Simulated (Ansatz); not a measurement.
A set of 12 reactions (ligand exchange), with CCSD(T)/CBS values in kJ/mol:

```
                                                                                                  reaction     ΔE
                                         `[OH][Zr]([OH])([Cl])[Cl]` + HI → `[OH][Zr]([Cl])([Cl])[I]` + H₂O  -23.6
                                                                 `OBC[SiH3]` + `CBS` → `CBS[SiH3]` + `CBO`  -44.0
                                   `C[N](C)[Hf]([F])([Cl])[Cl]` + NH₃ → `[NH2][Hf]([F])([Cl])[Cl]` + `CNC`   15.8
                                                                `CO[SiH](O)F` + H₂S → `O[SiH](F)S` + CH₃OH   56.5
                                          `O[SiH](O)O[Si](O)(F)F` + CH₃OH → `CO[SiH](O)O` + `O[Si](O)(F)F`   24.3
                                                     `O[SiH](O)S` + `O[SiH2]O` → `O[SiH2]O[SiH](O)O` + H₂S  -76.0
                                                         `[Cl][GeH2][SeH]` + HBr → `[Cl][GeH2][Br]` + H₂Se  -23.7
                                                                    `NB[SiH2]N` + HCl → `NB[SiH2]Cl` + NH₃  -63.8
                                           `C=C[SiH2][GeH3]` + `OC(O)=S` → `OC(=S)[O][GeH3]` + `C=C[SiH3]`  -14.3
`[SiH3][SiH2][SiH2][GeH2][SiH2][SiH3]` + `[OH][GeH]` → `[SiH3][O][GeH]` + `[SiH3][SiH2][GeH2][SiH2][SiH3]`  -80.5
                                                       `[NH2][SbH][SiH3]` + NH₃ → `[NH2][SbH][NH2]` + SiH₄   35.2
                                                              `C[S][Mg][SH]` + NH₃ → `C[S][Mg][NH2]` + H₂S   76.9
```

Computed with Ansatz on PBE0-D4/def2-TZVP structures; ΔE is electronic, products minus reactants. CCSD(T)/CBS adds triple-zeta CCSD(T) − MP2 to the extrapolated MP2 energy (def2 sets, frozen cores). This one scheme is used for every species. Functionals use def2-TZVPP. def2 core potentials past Kr. For Br, Ge, Hf, I, Mg, Sb, Se, Zr outer-core shells are correlated without core-valence functions, which leaves a few kJ/mol of doubt a bond. Scalar relativity is left out up to krypton. One conformer a species, not always the lowest.

**Question.** Give the mean, mean absolute and largest difference (level minus CCSD(T)/CBS, kJ/mol) for: PBE-D4, r2SCAN-D4, ωB97X-V, ωB97M-V, B2PLYP, r2SCAN, MP2/def2-TZVPP, SCS-MP2/def2-TZVPP, CCSD/def2-TZVPP, CCSD(T)/def2-TZVPP, HF/def2-QZVPP, SCS-MP2/def2-QZVPP, HF/CBS(def2), CCSD/CBS(def2). (Best estimate.)

**Answer.** The calculation gave: 
```tsv
level	mean	mean absolute	largest
PBE-D4	4.9	8.3	26.2
r2SCAN-D4	1.5	3.5	7.3
ωB97X-V	0.2	3.4	17.2
ωB97M-V	0.0	2.9	13.7
B2PLYP	-1.7	3.9	-10.4
r2SCAN	1.1	3.7	7.1
MP2/def2-TZVPP	-1.4	3.3	9.0
SCS-MP2/def2-TZVPP	-2.8	5.0	-15.0
CCSD/def2-TZVPP	-0.2	4.0	9.6
CCSD(T)/def2-TZVPP	0.5	2.6	4.8
HF/def2-QZVPP	-7.7	13.7	-42.2
SCS-MP2/def2-QZVPP	-3.2	4.0	-14.9
HF/CBS(def2)	-7.8	13.8	-42.5
CCSD/CBS(def2)	-0.6	2.0	-5.6
```

The largest T1 diagnostic in the set is 0.016, for `OC(O)=S` (customary mark 0.02).

CCSD(T)/CBS is a level of theory with its own doubt, and the functionals carry their triple-zeta basis error, so these figures describe this set and don't rank the functionals.
